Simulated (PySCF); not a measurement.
Calculated properties of `FB(F)[C@@H]1C=C[C@@H](F)C1`

Compound: C5H6BF3.
Numbering: `[F:1][B:2]([F:3])[C@@H:4]1[CH:5]=[CH:6][C@@H:7]([F:8])[CH2:9]1` (hydrogens: H10 on C4; H11 on C5; H12 on C6; H13 on C7; H14, H15 on C9)

Some functional groups and rings: C=C double bond, C–F bond and three-coordinate boron.

From PBE0-D3(BJ)/def2-SVP geometry optimisation, gas phase (PySCF):

| Quantity | Value |
| --- | --- |
| Point group | C1 |
| Rotational constants A, B, C | 3.468, 0.998, 0.898 GHz |

**wB97X-D/def2-SVPD ground state and vertical TDDFT (core frozen in the response) (PySCF)**

| Quantity | Value |
| --- | --- |
| Dipole moment | 1.26 D |
| HOMO energy | -9.53 eV |
| LUMO energy | 1.15 eV |
| HOMO–LUMO gap | 10.68 eV |
| Lowest singlet excitation | 6.47 eV (192 nm, f = 0.199) |
| Strongest line among the 6 lowest singlet transitions | S1 at 6.47 eV (192 nm, f = 0.199) |
| Static isotropic polarisability | 68.1 au |
| Electronic spatial extent ⟨r²⟩ about the centre of nuclear charge | 1217 bohr² |

Monoisotopic mass (most abundant isotopes): 134.0515 u.

The largest Löwdin shares of the HOMO are 0.31 on C6, 0.28 on C5, 0.11 on C4 and 0.07 on C7. The rotational constants make it an asymmetric top with κ = (2B − A − C)/(A − C) = -0.92, nearer the prolate limit (−1). No computed singlet falls in the visible range (750 to 380 nm, 1.65 to 3.26 eV); S1 lies 3.21 eV above its blue end. The dipole equals about 4.2 × 10⁻³⁰ C·m (1 D = 3.33564 × 10⁻³⁰ C·m).

One conformer stands for the species.
